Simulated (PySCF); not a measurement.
Species: GeCl2.
Z-matrix (Å and degrees, PBE0-D3(BJ)/def2-SVP geometry), rows numbered from 1:
```
Ge
Cl  1  2.1897
Cl  1  2.1900  2   99.46
```

Method: PySCF, TDDFT B3LYP/def2-SVPD, vertical, gas phase, core orbitals frozen in the response. Relativistic effects, spin–orbit coupling among them, are left out although an element past zinc is present.

Broadening: Gaussians 0.25 eV wide at half height, area fixed by f = 4.319×10⁻⁹ ∫ε dν̃. The width is an assumption, not a result. The curve ends short of the highest state used, and states not computed would add to its high-energy end.

(E (eV), ε (L mol⁻¹ cm⁻¹)): (3.49, 4), (3.65, 255), (3.82, 1702), (3.99, 875), (4.16, 35), (4.33, 0), (4.50, 0), (4.67, 32), (4.83, 1038), (5.00, 3455), (5.17, 914), (5.34, 615), (5.51, 996), (5.68, 569), (5.85, 244), (6.02, 10), (6.18, 9), (6.35, 1335), (6.52, 17419), (6.69, 21719), (6.86, 6274), (7.03, 5255), (7.20, 15451), (7.36, 34971)

(1) Locate the maxima and give the states behind the curve.

(2) On this curve, what absorbance would a 10⁻³ mol/L sample give at 254 nm over a 1 cm path?

(3) Coming from long wavelengths, where does ε first pass 100 L mol⁻¹ cm⁻¹?

Answers

(1) 321 nm (3.86 eV), ε about 1800, made up of S1 (100%); 248 nm (4.99 eV), ε about 3500, made up of S3 (100%); 227 nm (5.46 eV), ε about 1100, made up of S4 (98%); 187 nm (6.62 eV), ε about 26000, made up of S7 (73%) and S8 (27%); 178 nm (6.95 eV), ε about 6000, made up of S9 (92%) (hardly more than a shoulder); 169 nm (7.34 eV), ε about 36000, made up of S12 (96%) (ε in L mol⁻¹ cm⁻¹; maxima over ε = 5, shares over 10%). The states used: S1 3.86 eV (f 0.017); S2 4.19 eV (f 0.0000); S3 4.99 eV (f 0.032); S4 5.45 eV (f 0.0099); S5 5.72 eV (f 0.0046); S6 6.32 eV (f 0.0000); S7 6.60 eV (f 0.180); S8 6.68 eV (f 0.077); S9 6.97 eV (f 0.052); S10 7.23 eV (f 0.0000); S11 7.30 eV (f 0.015); S12 7.34 eV (f 0.316); S13 7.68 eV (f 0.0001); S14 7.94 eV (f 0.0030); S15 7.96 eV (f 0.0000).

(2) 254 nm is 4.881 eV, where ε is about 2000 L mol⁻¹ cm⁻¹, so A = ε c l ≈ 2 (Beer–Lambert, with the gas-phase spectrum and the assumed width).

(3) At about 344 nm (3.60 eV), 0.26 eV below S1.

Hardware: an Arm Neoverse V1 with one thread (shared host). Cost: 4.2 s wall.
